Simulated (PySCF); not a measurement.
Input of a response calculation (the driver script's job line, then coordinates in Å):

```
{"job": {"kind": "uv", "xc": "B3LYP", "basis": "def2-SVPD", "ip": true}, "charge": 0, "multiplicity": 1}
C     -0.784500     0.921350    -0.402967
C     -1.200594    -0.424588     0.152013
S      0.032318    -1.060882     1.349426
Si     1.753623    -0.452897     0.212505
S      0.831665     0.815635    -1.259576
H     -0.732760     1.675266     0.396859
H     -1.503243     1.266697    -1.162544
H     -2.143719    -0.339407     0.714692
H     -1.342455    -1.156893    -0.657139
H      2.720231     0.230511     1.121372
H      2.478323    -1.554943    -0.485681
```

The calculation used PySCF, TDDFT B3LYP/def2-SVPD, vertical, gas phase, core orbitals frozen in the response. Job line and output are in the format of a driver script around the code.

What does the script print for it?

```
coarse grid: 10768 points
cycle   1  E = -1165.2727604371  dE =  3.752e-01  |g| = 2.595e-01  |ddm| = 4.201e+00
cycle   2  E = -1165.2715523012  dE =  1.208e-03  |g| = 2.715e-01  |ddm| = 9.985e-01
cycle   3  E = -1165.2945112179  dE = -2.296e-02  |g| = 4.261e-02  |ddm| = 5.085e-01
cycle   4  E = -1165.2950668672  dE = -5.556e-04  |g| = 1.967e-02  |ddm| = 1.200e-01
cycle   5  E = -1165.2951889788  dE = -1.221e-04  |g| = 6.542e-03  |ddm| = 3.934e-02
cycle   6  E = -1165.2952000712  dE = -1.109e-05  |g| = 1.249e-03  |ddm| = 8.754e-03
cycle   7  E = -1165.2952004533  dE = -3.821e-07  |g| = 4.345e-04  |ddm| = 2.663e-03
final grid: 90072 points
cycle   8  E = -1165.4181074980  dE = -1.665e-05  |g| = 3.528e-03  |ddm| = 5.847e-02
cycle   9  E = -1165.4181028397  dE =  4.658e-06  |g| = 5.442e-03  |ddm| = 1.051e-02
cycle  10  E = -1165.4181107501  dE = -7.910e-06  |g| = 3.564e-04  |ddm| = 7.211e-03
cycle  11  E = -1165.4181107955  dE = -4.538e-08  |g| = 1.025e-04  |ddm| = 9.820e-04
cycle  12  E = -1165.4181107986  dE = -3.114e-09  |g| = 4.272e-05  |ddm| = 2.382e-04
cycle  13  E = -1165.4181107992  dE = -6.019e-10  |g| = 5.082e-06  |ddm| = 8.606e-05
converged SCF energy = -1165.4181107992

Static polarisability (au): isotropic 89.803, principal 73.241 96.501 99.666

Singlet excitations
state   eV       nm        f      main configurations
  1   5.0765    244.2   0.00098   H->L 0.95
  2   5.1090    242.7   0.00460   H-1->L 0.96
  3   5.4968    225.6   0.00495   H-1->L+1 0.95
  4   5.5386    223.9   0.01223   H->L+1 0.96
  5   6.3419    195.5   0.00352   H->L+2 0.90
  6   6.3479    195.3   0.00478   H-1->L+2 0.90
  7   6.6001    187.9   0.00016   H->L+3 0.92
  8   6.6457    186.6   0.03221   H-1->L+3 0.82, H->L+4 0.11
  9   6.7185    184.5   0.01317   H->L+4 0.78, H-1->L+3 0.10
 10   6.7518    183.6   0.00449   H-1->L+4 0.79

Triplet excitations (Tamm-Dancoff, eV): 4.7623 4.8004 5.2000 5.2349
Vertical ionisation energy (delta-SCF) = 8.9977 eV
```

Isolated species at its PBE0-D3(BJ)/def2-SVP geometry (one conformer only).

The SCF starts on a coarse grid; the energy jumps when the final grid takes over, and dE counts afresh there. H and L stand for HOMO and LUMO.

The vertical ionisation energy (ΔSCF) is 9.00 eV, 2.25 eV above S10.

Time: 30 s; peak memory 0.77 GiB. Hardware: one thread of an Arm Neoverse V2, shared host with 32 logical CPUs at a one-minute load of 19.
